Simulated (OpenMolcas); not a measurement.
Mo2+.

- Program: OpenMolcas 26.06
- Basis: ANO-RCC-VTZP [7s6p4d2f1g]
- Scalar Hamiltonian: DKH2, point nucleus
- Active space: 4 electrons in 10 orbitals (4d 5d)
- State averaging: 2S+1 = 5 even, 5 roots; 2S+1 = 3 even, 45 roots; 2S+1 = 1 even, 49 roots
- Spin-orbit coupling: state interaction with AMFI integrals over the reference wave functions, term energies averaged over their components

Two sets of levels on these reference wave functions, in cm-1 above 4d4 5D0: one from CASSCF and one from MS-CASPT2, IPEA 0.25 Eh, imaginary shift 0.1 Eh (closed shells correlated: 4s 4p).

| Level | Set 1 | Set 2 |
| --- | --- | --- |
| 4d4 5D0 | 0.0 | 0.0 |
| 4d4 5D1 | 220 | 237 |
| 4d4 5D2 | 627 | 660 |
| 4d4 5D3 | 1178 | 1217 |
| 4d4 5D4 | 1844 | 1872 |
| 4d4 3H4 | 15360 | 13700 |
| 4d4 3P0(1) | 15690 | 11920 |
| 4d4 3H5 | 15880 | 14280 |
| 4d4 3H6 | 16380 | 14820 |
| 4d4 3P1(1) | 16930 | 13140 |
| 4d4 3F3(1) | 17810 | 14960 |
| 4d4 3F2(1) | 17890 | 14930 |
| 4d4 3F4(1) | 18080 | 15280 |
| 4d4 3P2(1) | 18840 | 15010 |
| 4d4 3G3 | 19660 | 16990 |
| 4d4 3G4 | 20090 | 17450 |

**Question.** Which set is which?

**Answer.** Set 2 is MS-CASPT2. Its levels of the other terms of 4d4 lie at 0.76 to 0.90 of the other set's values, as expected, since terms of lower spin or lower L gain more correlation energy than the Hund ground term. Against 15 measured levels (Sugar and Musgrove, J. Phys. Chem. Ref. Data 17, 155 (1988)) the mean absolute deviation is 690 cm-1 with it and 2700 cm-1 without; single levels miss by up to 1200 cm-1 with it.

CASPT2 breaks the degeneracy within a term, and the mean is taken; among the terms shown or strongly mixed into the levels shown the widest spread is 340 cm-1 (4d4 3H, MS-CASPT2). Active for correlation alone: 5d; no level in the range computed is led by a configuration that fills it, so any true level of that kind is missing. Without dynamic correlation excited terms often stand tens of per cent too high (terms of higher spin than the ground term too low), and those without a measured partner can miss by more than the paired ones (holds for CASSCF). Some levels mix across a computed gap that differs much from the measured one, so their mixing is not that of the real levels (holds for CASSCF). Computed and measured levels are paired by configuration, term and J; levels that our copy of the source lacks, or whose pairing is in doubt (as where it misses far off the trend of its configuration), stay unpaired and out of the deviations. Only configurations of the active space appear. The table leaves out levels that lie high or whose names do not pair safely across all columns.

A number in round brackets counts repeated terms of one configuration in the order of the reference energies.
